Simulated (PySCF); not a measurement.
An unknown shows these calculated signals:

$^{1}$H NMR (400 MHz, computed): δ 8.30 (d, 1H), 7.86 (d, 1H), 7.83 (d, 1H), 7.43 (m, 1H), 6.51 (m, 1H), 4.92 (m, 2H), 3.04 (s, 1H).

$^{13}$C{$^{1}$H} NMR (computed): δ 159.7 (CH), 158.5 (C), 141.5 (CH), 139.9 (CH), 139.8 (C), 135.0 (CH), 132.0 (CH), 121.8 (C), 91.3 (CH), 87.2 (C).

All values are calculated (PySCF): PBE0/pcSseg-1 with gauge-including orbitals, coordinates at the GFN2-xTB level. Single conformer, no solvent model, non-relativistic Hamiltonian, fast rotation and ring inversion assumed for equivalent nuclei.

References, each an isolated molecule treated in the same way: $^{1}$H (31.72 ppm), $^{13}$C (186.93 ppm) against TMS.

Which of these does the molecule contain: a vinyl group CH=CH2, a benzene ring, a Si–H bond, a C≡C triple bond, an NH or NH2 group, an amide?

## Answers


- A vinyl group CH=CH2: no.
- A benzene ring: yes.
- A Si–H bond: yes (δH 4.92 (m)).
- A C≡C triple bond: yes (δC 91.3, 87.2; δH 3.04 (s)).
- An NH or NH2 group: no.
- An amide: no.

The data belong to SMILES c1c(C#C)c2c(cc1)[SiH2]C=C2, C10H8Si; they needn't prove each group on their own.

Carbon signals by region: 8 in the sp2 and nitrile region (100–160 ppm), 2 at 50–100 ppm.

Shifts are as computed. Against solution values, carbons near 30 ppm lie about +3 ppm off and those near 130 ppm about +5 ppm. Of 1211 compounds with measured shifts, 218 miss one by over three times the rms of a fit or turn the order of signals round; such compounds aren't used in these exercises. Multiplicities follow the n + 1 count of equivalent neighbours, as no J values were calculated; m marks all less simple cases, F and P coupling included.
